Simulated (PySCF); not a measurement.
Input file for PySCF: R-HF/3-21G on GeH4 (SMILES [GeH4]).

```python
from pyscf import gto, scf, dft, mp
from pyscf.data.elements import chemcore

mol = gto.M(
    atom='''
    Ge   -0.14772055   -0.20649147    3.61925976
    H    -0.71401466   -1.18140315    2.57327287
    H    -0.63432529    1.21721957    3.32638394
    H     1.38400874   -0.26663088    3.61575781
    H    -0.66540046   -0.64111823    5.00372238
    ''',
    basis='3-21g',
    charge=0, spin=0, verbose=3, max_memory=1800)
mf = scf.RHF(mol)
mf.conv_tol = 1e-8
mf.max_cycle = 100
mf.kernel()
if not mf.converged:
    mf = mf.newton().run(mf.mo_coeff, mf.mo_occ)
```

### Question
Predict the final total energy.

### Answer
-2067.6194 hartree.
